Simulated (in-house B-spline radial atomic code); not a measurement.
**Rb V (Rb4+): [Ar] 3d9 4s2 4p3 8s1 (an excited or competing configuration)**

Level of theory: Dirac-Hartree-Fock, average of configuration, Fermi nucleus of rms radius 4.2036 fm; calculated with a B-spline radial code for spherical atoms.

Z_r = [3n² - l(l+1)]/(2<r>); Z_e = n√(-2ε); the last column is Slater's effective charge. Values are occupation-weighted means over j. An effective charge above Z reflects the relativistic contraction of the inner shells.

```csv
shell,electrons,ε (eV),<r> (bohr),Z_r,Z_e,Slater
1s,2,-15386,0.04028,37.24,33.63,36.70
2s,2,-2198.7,0.177,33.90,25.42,32.85
2p,6,-1954,0.1549,32.27,23.97,32.85
3s,2,-424.2,0.5021,26.89,16.75,25.75
3p,6,-342.25,0.5097,24.52,15.05,25.75
3d,9,-209.64,0.5064,20.73,11.78,16.20
4s,2,-103.17,1.311,18.31,11.01,11.15
4p,3,-82.577,1.434,16.04,9.85,11.15
8s,1,-9.0846,11.28,8.51,6.54,5.00
```

The least bound orbital is 8s1/2 at -9.085 eV, and it is also the most diffuse (<r> = 11.28 bohr). The part-filled 3d shell lies below the filled 4s shell in orbital energy.

Spin-orbit splittings of the orbital energies (j = l + 1/2 above j = l - 1/2 when positive): 2p 61.29 eV, 3p 9.847 eV, 3d 1.689 eV, 4p 1.375 eV.

For the 1s electron the small component carries 1.81 % of the norm, the zero-frequency Breit interaction raises the level by 25.8 eV, self-energy by 13.74 eV, and vacuum polarisation lowers it by 1.455 eV.
